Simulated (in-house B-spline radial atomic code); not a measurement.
How numerical settings move a run on Xe2+, [Kr] 4d10 5s2 5p4. Computed with an all-electron radial atomic-structure program (B-spline basis): Dirac-Kohn-Sham PBE, spherical fractional occupations, Fermi nucleus of rms radius 4.7859 fm.

Command:
```bash
python run_scf.py task.json out
```
Settings of the sound reference run:
```
Z                54
electrons        52
configuration    [Kr] 4d10 5s2 5p4
hamiltonian      dirac
method           pbe,pbe
spin_polarised   False
nucleus          fermi
rms_radius       4.7859
mass_number      132
atomic_mass      131.9042
speed_of_light   137.036
knot_spacing     0.22
spline_order     8
gauss_points     12
box_radius       22.22
max_iterations   70
damping          0.5
damped_steps     3
diis_vectors     10
tolerance        1e-08
start            Thomas-Fermi
```

Run time, properties included: 1.7 s on 1 thread of Arm Neoverse N1, with other jobs on the host.

It converges in 9 iterations to -7448.742562 hartree, with 5p3/2 at -26.1482 eV. The other runs change the listed settings, some to values that make no sense; their results aren't properties of the atom or ion. Radii are in bohr (the nuclear one in fm), a minus after a letter asks for a j subshell, and «unchanged» means within 1e-8 hartree. The run stops when the residual is below 10 × tolerance × max(1, Z/10), or a noise floor if that is larger, and the energy moves by less than 1e-8 × √|E| hartree; so very loose and very tight tolerances often act alike.

| changed settings | outcome |
| --- | --- |
| max_iterations = 2 | not converged after 2 iterations, last residual 3.6e-01, last energy +3.44e+00 hartree from the reference |
| damped_steps = 0 | converged in 8 iterations, energy unchanged, 5p3/2 level +3.0e-06 eV |
| start = bare nucleus | converged in 11 iterations, energy unchanged, 5p3/2 level +4.0e-06 eV |
| max_iterations = 8 | not converged after 8 iterations, last residual 1.3e-05, last energy +3.10e-09 hartree from the reference |
| max_iterations = 5 | not converged after 5 iterations, last residual 3.4e-03, last energy +3.77e-04 hartree from the reference |
| max_iterations = 2, damping = 0, start = bare nucleus | not converged after 2 iterations, last residual 5.7e+00, last energy +9.19e+02 hartree from the reference |
| electrons = 53, configuration = [Kr] 4d10 5s2 5p4 6s-1, max_iterations = 50 | stopped with error: j subshells need the Dirac Hamiltonian and l > 0 |
| method = scan,scan | stopped with error: meta-GGAs are not served with the Dirac Hamiltonian |
| spline_order = 10, gauss_points = 4, first_knot = 0.00185, max_iterations = 50 | converged in 9 iterations, energy +4.45e-01 hartree from the reference, 5p3/2 level -5.2e-04 eV |
| damped_steps = 1 | converged in 9 iterations, energy unchanged, 5p3/2 level +3.1e-06 eV |
| max_iterations = 75, damping = 0.95, diis_vectors = 1, start = bare nucleus | not converged after 75 iterations, last residual 8.2e-04, last energy +1.84e-05 hartree from the reference |
| electrons = 53, configuration = [Kr] 4d10 5s2 5p4 6p-1, max_iterations = 100 | converged in 10 iterations to -7449.0032 hartree, a different physical problem (warning: 6p1/2 reaches the box edge) |

Q: What happens with spline_order = 10, box_radius = 0.89, max_iterations = 60, damping = 0, tolerance = 1e-13?

A: Converged in 7 iterations, energy +4.15e+02 hartree from the reference, 5p3/2 level +1.4e+03 eV (the program warns: 5p3/2 has a positive eigenvalue: unbound, held by the box; 4s1/2 has a positive eigenvalue: unbound, held by the box).

Q: What happens with damped_steps = 8?

A: Converged in 12 iterations, energy unchanged, 5p3/2 level +6.2e-06 eV.

Q: What happens with max_iterations = 12?

A: Converged in 9 iterations, energy unchanged.

Q: What happens with damped_steps = 30?

A: Converged in 18 iterations, energy unchanged, 5p3/2 level +2.7e-06 eV.
